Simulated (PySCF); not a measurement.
**Substituent chemical shifts**

Parent skeleton `[CH3:1][SiH2:2][CH2:3][CH:4]([SiH3:5])[CH2:6][F:7]`; one hydrogen on atom 5 is replaced by X. Hydrogens on one atom are averaged.

Theoretical values (PySCF 2.14.0 with density-fitted response routines): geometry from GFN2-xTB, shieldings: GIAO PBE0/pcSseg-1. Isolated molecule, one averaged value for each set of equivalent atoms, non-relativistic Hamiltonian, one conformer.

Scale: 13C, 29Si, 1H vs TMS; 19F vs CFCl3 (reference shieldings calculated alike).

Q: Give δ (ppm) for X = ethynyl, PH2, Cl, NH2, F, CH3, CN, SH.

A: 
| X | SMILES | C1 | Si2 | C3 | C4 | Si5 | C6 | F7 | H(C1) | H(Si2) |
| --- | --- | --- | --- | --- | --- | --- | --- | --- | --- | --- |
| ethynyl | C#C[SiH2][C@@H](CF)C[SiH2]C | -7.0 | -41.5 | 12.3 | 30.9 | -60.7 | 87.3 | -251.9 | 0.19 | 4.30 |
| PH2 | C[SiH2]C[C@H](CF)[SiH2]P | -7.3 | -44.4 | 11.4 | 30.1 | -44.8 | 86.5 | -248.7 | 0.16 | 4.25 |
| Cl | C[SiH2]C[C@H](CF)[SiH2]Cl | -7.2 | -45.0 | 10.6 | 33.4 | -8.5 | 86.9 | -251.8 | 0.21 | 4.23 |
| NH2 | C[SiH2]C[C@H](CF)[SiH2]N | -6.5 | -40.6 | 9.7 | 28.7 | -26.6 | 89.4 | -235.5 | 0.13 | 4.23 |
| F | C[SiH2]C[C@H](CF)[SiH2]F | -6.0 | -40.8 | 17.3 | 32.8 | 15.9 | 93.7 | -249.8 | 0.15 | 4.32 |
| CH3 | C[SiH2]C[C@@H](CF)[SiH2]C | -6.9 | -42.2 | 11.5 | 28.0 | -33.8 | 89.2 | -253.7 | 0.16 | 4.26 |
| CN | C[SiH2]C[C@@H](CF)[SiH2]C#N | -6.7 | -40.2 | 11.4 | 28.7 | -60.1 | 89.9 | -232.5 | 0.20 | 4.21 |
| SH | C[SiH2]C[C@@H](CF)[SiH2]S | -6.6 | -41.8 | 10.0 | 26.1 | -29.4 | 89.1 | -229.5 | 0.16 | 4.33 |

Q: Which position responds most, and to which substituents?

A: Si5: from -60.7 ppm with ethynyl to 15.9 ppm with F.

Unscaled 19F shifts against computed CFCl3 carry errors that often reach 10 to 50 ppm.
